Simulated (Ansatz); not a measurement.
H₄Ti, SMILES [TiH4-], charge -1, multiplicity 2.

Geometry optimised at PBE0-D3(BJ)/def2-TZVPD. The multiplicity is an assumed one; other spin states were not compared.

Two levels are set side by side: PBE/def2-TZVPD (Ansatz, a first-principles code) and CAM-B3LYP/def2-TZVPD (Ansatz). Energy differences of separate SCF runs at the same geometry; the states with an electron removed or added have multiplicity 1. Differences are taken from unrounded values.

```csv
quantity,CAM-B3LYP
vertical ionisation energy (eV),2.14
```

Task: What does PBE give, and how far is it from CAM-B3LYP? (An estimate is asked for; the answer gives what the named calculation found.)

Result: 
| quantity | PBE | PBE minus CAM-B3LYP |
|---|---|---|
| vertical ionisation energy (eV) | 1.54 | -0.60 |
